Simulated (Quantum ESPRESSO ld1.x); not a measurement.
Problem. Species: Ce18+. Configuration: [Kr] 4d4. Calculated with ld1.x of Quantum ESPRESSO 7.5: Dirac Kohn-Sham, relativistic LDA (MacDonald-Vosko exchange, VWN5 correlation), spin-unpolarised, spherical densities, point nucleus; open shells are shared between the two j in proportion to 2j + 1. Some entries of the table are withheld. Estimate them.

orbital  occ.  eigenvalue (eV)  <r> (bohr)  <1/r> (bohr^-1)
1s1/2       2         -40433.8     0.02467            63.10
2s1/2       2         -6852.99      0.1050            14.89
2p1/2       2              (1)     0.08813            14.88
2p3/2       4              (2)     0.09430            13.48
3s1/2       2              (3)      0.2780            5.399
3p1/2       2              (4)      0.2673              (5)
3p3/2       4              (6)      0.2792              (7)
3d3/2       4         -1310.52      0.2495              (8)
3d5/2       6         -1291.41      0.2533              (9)
4s1/2       2         -669.243      0.6066            2.370
4p1/2       2             (10)      0.6154            2.289
4p3/2       4             (11)      0.6365            2.181
4d3/2     1.6         -492.688      0.6525            2.031
4d5/2     2.4         -488.302      0.6587            2.006

Solution. 
(1) 2p1/2 eigenvalue (eV): -6503.32
(2) 2p3/2 eigenvalue (eV): -6061.05
(3) 3s1/2 eigenvalue (eV): -1808.41
(4) 3p1/2 eigenvalue (eV): -1659.52
(5) 3p1/2 <1/r> (bohr^-1): 5.318
(6) 3p3/2 eigenvalue (eV): -1571.55
(7) 3p3/2 <1/r> (bohr^-1): 4.970
(8) 3d3/2 <1/r> (bohr^-1): 4.844
(9) 3d5/2 <1/r> (bohr^-1): 4.755
(10) 4p1/2 eigenvalue (eV): -611.505
(11) 4p3/2 eigenvalue (eV): -589.368
